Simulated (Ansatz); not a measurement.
Input for Ansatz (a first-principles code): R-CCSD(T)/cc-pVDZ on CH4OSe (SMILES CO[SeH]), a point of a torsion scan. The run froze 16 orbitals, filled d shells among them.

Ansatz 0.2 input:
```yaml
crystal:
  periodic: [false, false, false]
  atoms:
    - {symbol: C, position_ang: [-0.83896839, -0.17696883, 0.08123966]}
    - {symbol: O, position_ang: [0.10705723, 0.70218522, -0.48899930]}
    - {symbol: Se, position_ang: [0.26624001, 0.80259476, -2.29401000]}
    - {symbol: H, position_ang: [-1.15158134, -0.96749558, -0.60367650]}
    - {symbol: H, position_ang: [-1.72332097, 0.38013746, 0.40227294]}
    - {symbol: H, position_ang: [-0.36427445, -0.63028693, 0.95353257]}
    - {symbol: H, position_ang: [1.25387521, -0.27343982, -2.43443380]}
basis:
  gaussian:
    orbitals: cc-pVDZ
magnetization: {spin_polarized: false}
correlation: {method: ccsd_t, electrons: outside_noble_gas}
scf: {lower_state_search: off}
```

Program output:

```
WARN ansatz: RAYON_NUM_THREADS=1 ignored (pool sized by the plan → 1); use --threads N
Functional definition: HF
these checks for a lower state are left out or cut short: stability, starts, cluster_reference, orbital_swaps, neighbouring_geometries, increment
integrals: 0.06 GiB planned
756 factors; integrals over basis functions are off by at most 9.8e-4 eV
mean field: 0.16 GiB planned
mean field evaluation 1: about -68430.4688 eV, gradient 2.4e1 eV
mean field evaluation 2: about -68430.4713 eV, gradient 2.4e1 eV
mean field evaluation 4: about -68431.8519 eV, gradient 3.6e0 eV
mean field evaluation 8: about -68431.8826 eV, gradient 1.0e-4 eV
mean field -68431.88262148 eV, -2514.8253015435 hartree, gradient 1.1e-6 eV, S^2 0.000000; 0 other end points of the search recorded, 0 dependent functions left out
16 core orbitals not correlated
reference -68431.88262148 eV, -2514.8253015435 hartree; 10, 10 occupied and 49, 49 virtual orbitals, 756 factors
second order -12.23118132 eV of doubles, -0.00000000 eV of singles
coupled cluster: 0.14 GiB planned
cycle   1  -12.74548112 eV  change   -5.1e-1 eV  update   8.5e-2
cycle   2  -13.11821477 eV  change   -3.7e-1 eV  update   2.6e-2
cycle   3  -13.20614033 eV  change   -8.8e-2 eV  update   1.4e-2
cycle   4  -13.20204291 eV  change    4.1e-3 eV  update   3.9e-3
cycle   5  -13.20273904 eV  change   -7.0e-4 eV  update   2.1e-3
cycle   6  -13.20294325 eV  change   -2.0e-4 eV  update   8.4e-4
cycle   7  -13.20252179 eV  change    4.2e-4 eV  update   3.4e-4
cycle   8  -13.20254209 eV  change   -2.0e-5 eV  update   1.5e-4
cycle   9  -13.20259169 eV  change   -5.0e-5 eV  update   6.4e-5
cycle  10  -13.20256436 eV  change    2.7e-5 eV  update   2.6e-5
cycle  11  -13.20258819 eV  change   -2.4e-5 eV  update   9.2e-6
cycle  12  -13.20258832 eV  change   -1.4e-7 eV  update   3.0e-6
perturbative correction -0.35091177 eV, -0.0128957698 hartree
Total energy: -68445.43612158 eV, -2515.3233834852 hartree
Checks for a lower state left out: stability, starts, cluster_reference, orbital_swaps, neighbouring_geometries, increment
```

The calculation finished and met its thresholds.

Cost: about 4 core-seconds (a rough figure).
